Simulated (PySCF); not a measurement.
Gas-phase reaction: 2 SnO + 4 ClO → 2 SnCl2 + 3 O2

Method: PySCF energies (xtb for GFN2) plus ideal-gas RRHO corrections (1 bar). † marks an energy on the PBE0/def2-TZVP geometry and frequencies; other levels use their own. Open shells (unrestricted): ClO (multiplicity 2, electronic degeneracy 4), O2 (multiplicity 3); the rest are closed-shell singlets. GFN2 has no spin-polarisation term. Spin-orbit splitting is ignored; it lowers the true energy and changes the entropy of ClO. Sn: scalar-relativistic def2 core potential, no spin-orbit coupling. The harmonic model lacks anharmonicity and excited electronic states, which grow with temperature; levels with a mode under 35 cm⁻¹ are left out. Soft modes under 120 cm⁻¹ make the harmonic entropy rough for SnCl2.

ΔH° and ΔS° at 298 K: BLYP/def2-TZVP† -812 kJ, -144 J/K; GFN2-xTB -403 kJ, -139 J/K; PBE/def2-SVP -1046 kJ, -144 J/K; PBE0/def2-TZVP -960 kJ, -144 J/K; r2SCAN/def2-TZVP† -944 kJ, -144 J/K.

With the heat capacities included, give log10 K (1 bar) at 1400, 1600, 1800, 2000, 2500 K from BLYP/def2-TZVP†, GFN2-xTB, PBE/def2-SVP, PBE0/def2-TZVP, r2SCAN/def2-TZVP†.


| T (K) | BLYP/def2-TZVP† | GFN2-xTB | PBE/def2-SVP | PBE0/def2-TZVP | r2SCAN/def2-TZVP† |
|---|---|---|---|---|---|
| 1400 | 22.9 | 7.9 | 31.6 | 28.4 | 27.8 |
| 1600 | 19.1 | 6.0 | 26.7 | 23.9 | 23.4 |
| 1800 | 16.2 | 4.5 | 22.9 | 20.5 | 20.0 |
| 2000 | 13.8 | 3.4 | 19.9 | 17.7 | 17.3 |
| 2500 | 9.6 | 1.3 | 14.4 | 12.7 | 12.3 |
